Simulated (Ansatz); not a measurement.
`O[SiH]1N=C1Cl`, charge 0, multiplicity 1.

(1) Give a relaxed structure at PBE0-D4/def2-TZVP (Ansatz). (Estimate.)

Results:

(1) Ansatz gave: 
Z-matrix (Å, degrees):
```
Si
N 1 1.771
C 1 1.764 2 42.4
O 1 1.623 2 121.9 3 110.0
H 1 1.466 2 121.2 3 -109.1
Cl 3 1.718 1 162.8 2 174.4
H 4 0.960 1 118.8 2 -33.3
```
